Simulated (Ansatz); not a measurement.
The lowest doublet and quartet of CCl (SMILES [C]Cl); geometries from B3LYP-D3(BJ)/def2-TZVP, each state relaxed from the structure named, with no frequency check.
Doublet (charge 0, multiplicity 2):
```xyz
2

C      0.00000     0.00000    -1.22427
Cl     0.00000     0.00000     0.43209
```
Quartet (charge 0, multiplicity 4):
| atom | x (Å) | y (Å) | z (Å) |
|---|---|---|---|
| C | 0.0000 | 0.0000 | -1.2268 |
| Cl | 0.0000 | 0.0000 | 0.4330 |

A positive gap puts the quartet lower; no zero-point energy. U- takes an unrestricted doublet. The quartet is unrestricted in single-reference levels. Active spaces average the two states.

Frozen-core correlation.

The values were computed with Ansatz (Gaussian orbitals). Each number belongs to the level named beside it.

| level | gap E(doublet) − E(quartet), adiabatic (eV) |
|---|---|
| U-SVWN5/def2-TZVPP | -2.434 |
| U-r2SCAN/def2-TZVPP | -2.031 |
| U-PBE0/def2-TZVPP | -2.231 |
| U-BHLYP/def2-TZVPP | -2.393 |
| U-B2PLYP/def2-TZVPP | -2.483 |
| U-SCS-MP2/cc-pV(T+d)Z | -2.424 |
| U-CCSD/cc-pV(T+d)Z | -2.235 |
| SA-CASSCF(3,4)/cc-pV(T+d)Z | … |
| FIC-MRCISD+Q on SA-CASSCF(3,4)/cc-pV(Q+d)Z | -2.352 |

Task: Complete the blanks.

Result: 
- SA-CASSCF(3,4)/cc-pV(T+d)Z, gap E(doublet) − E(quartet), adiabatic (eV): -1.784

Ansatz is a first-principles code.
